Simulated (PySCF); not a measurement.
**Polarisability and C₆ of Pd²⁺ (palladium, charge +2)**

[Kr] 4d7 5s1, high-spin 5F determinant (an excited configuration). Computed with PySCF 2.14 in aug-cc-pVTZ-PP with one added diffuse shell each of s, p, d, f, g type with ECP28MDF (7s7p6d4f3g, 113 functions), with scalar relativity through the core potential. Coupled (time-dependent) response in atomic units; α is the mean over directions.

| method | mean α (bohr³) | C₆ (like pair) | S(−4) |
| --- | --- | --- | --- |
| UHF | 22.06 | 117.3 | 364.4 |
| PBE | 16.52 | 89.19 | 163.1 |
| PBE0 | 17.52 | 93.82 | 194.2 |

S(−4) is the Cauchy moment in α(ω) = α(0) + S(−4) ω² + …

Spin-orbit coupling is absent.

α(iu) at PBE0:

```json
{"u (hartree)": "0", "α(iu) (bohr³)": "17.52"}
{"u (hartree)": "0.0500", "α(iu) (bohr³)": "17.05"}
{"u (hartree)": "0.100", "α(iu) (bohr³)": "15.83"}
{"u (hartree)": "0.200", "α(iu) (bohr³)": "12.63"}
{"u (hartree)": "0.300", "α(iu) (bohr³)": "9.947"}
{"u (hartree)": "0.500", "α(iu) (bohr³)": "6.767"}
{"u (hartree)": "0.750", "α(iu) (bohr³)": "4.824"}
{"u (hartree)": "1.00", "α(iu) (bohr³)": "3.734"}
{"u (hartree)": "1.50", "α(iu) (bohr³)": "2.499"}
{"u (hartree)": "2.00", "α(iu) (bohr³)": "1.801"}
{"u (hartree)": "3.00", "α(iu) (bohr³)": "1.052"}
{"u (hartree)": "5.00", "α(iu) (bohr³)": "0.4699"}
```

For an ion, C₆ is the dispersion term alone; charge-induced terms of lower order in 1/R come first.

Energies and moments cover only the electrons outside the core potential.
